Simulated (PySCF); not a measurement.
Ta(O)(F)2(OMe) (CH3F2O2Ta), SMILES C[O][Ta](=[O])([F])[F], multiplicity 1.

The structure is a stationary point at B3LYP-D3(BJ)/def2-SVP. The multiplicity is an assumed one; no other spin state was optimised. The structure was generated by enumeration; whether it is a known compound was not checked. The def2 effective core potentials stand for the cores of Ta; spin–orbit coupling is left out. The values are those of a single conformer.

Two levels are set side by side: TDA-PBE/def2-SVPD (PySCF) and TDA-PBE0/def2-SVPD (PySCF). Vertical, same geometry. The lowest singlet is HOMO→LUMO+1 68 %, HOMO−1→LUMO 32 % with PBE and HOMO→LUMO+1 59 %, HOMO−1→LUMO 23 %, HOMO−2→LUMO 11 % with the other functional; states are paired by order. Differences are taken from unrounded values.

| quantity | TDA-PBE |
|---|---|
| lowest singlet excitation (eV) | 6.02 |
| lowest triplet excitation (TDA) (eV) | 5.69 |

Task: These are the TDA-PBE values. What does TDA-PBE0 give? (An estimate is asked for; the answer gives what the named calculation found.)

Result: 
```
quantity                              TDA-PBE0  TDA-PBE minus TDA-PBE0
------------------------------------  --------  ----------------------
lowest singlet excitation (eV)            6.55                   -0.53
lowest triplet excitation (TDA) (eV)      5.96                   -0.27
```

Functionals without exact exchange tend to place singlet excitations lower, as here. Differences between two approximate levels are no errors against the true value.

Rough cost on one machine, each run with all the roots and properties that it gave: TDA-PBE0 against TDA-PBE about 3 times.
